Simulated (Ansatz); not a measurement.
`C#C[SiH](Cl)Cl` + `[Cl][InH][Cl]` → `C#[C][In]([Cl])[Cl]` + `Cl[SiH2]Cl` at 600 K and 1 bar (formal exchange of groups at a C–Si bond).

Program: Ansatz. Geometries: PBE0-D4/def2-TZVP. ΔE: electronic, gas phase. CCSD(T)/CBS is the MP2 limit (def2-TZVPP, def2-QZVPP) plus CCSD(T) − MP2 in def2-TZVPP, frozen cores. def2 core potentials past Kr. For In outer-core shells are correlated without core-valence functions, which leaves a few kJ/mol of doubt a bond.

| species | CCSD(T)/CBS energy (Eh) | H − E (kJ/mol) | S (J/(mol·K)) |
| --- | --- | --- | --- |
| `C#C[SiH](Cl)Cl` | -1285.99086 | 136.2 | 419.3 |
| `[Cl][InH][Cl]` | -1110.06218 | 58.1 | 362.7 |
| `C#[C][In]([Cl])[Cl]` | -1186.11436 | 107.4 | 444.2 |
| `Cl[SiH2]Cl` | -1209.93203 | 89.6 | 338.0 |

H − E and S are ideal-gas, rigid-rotor, harmonic terms from PBE0-D4/def2-TZVP. 1 Eh = 2625.50 kJ/mol, R = 8.31446 J/(mol·K).

**Question.** By hand: ΔE, ΔH, ΔS and ΔG.

**Answer.** ΔE = (-1186.11436) + (-1209.93203) − (-1285.99086) − (-1110.06218) = 0.00665 Eh = 17.5 kJ/mol. Δ(H − E) = 107.4 + 89.6 − 136.2 − 58.1 = 2.7, so ΔH = 20.2 kJ/mol. ΔS = 444.2 + 338.0 − 419.3 − 362.7 = 0.2 J/(mol·K). ΔG = 20.2 − 600 × (0.2)/1000 = 20.1 kJ/mol.

**Question.** By hand: the equilibrium constant, and the temperature at which ΔG would vanish if ΔH and ΔS stayed fixed.

**Answer.** log₁₀ K = −ΔG/(RT ln 10) = -1.7. ΔG = 0 at ΔH/ΔS = 101000 K, far beyond where these terms or the molecules hold.

The number of gas molecules stays the same, so ΔS is small and ΔH decides. A doubt of 5 kJ/mol in ΔE shifts log₁₀ K by 0.4 here. These are equilibria of isolated gas molecules and say nothing of rates. Largest T1 diagnostic: 0.013 (customary marks: 0.02 for closed shells, 0.045 for open ones).
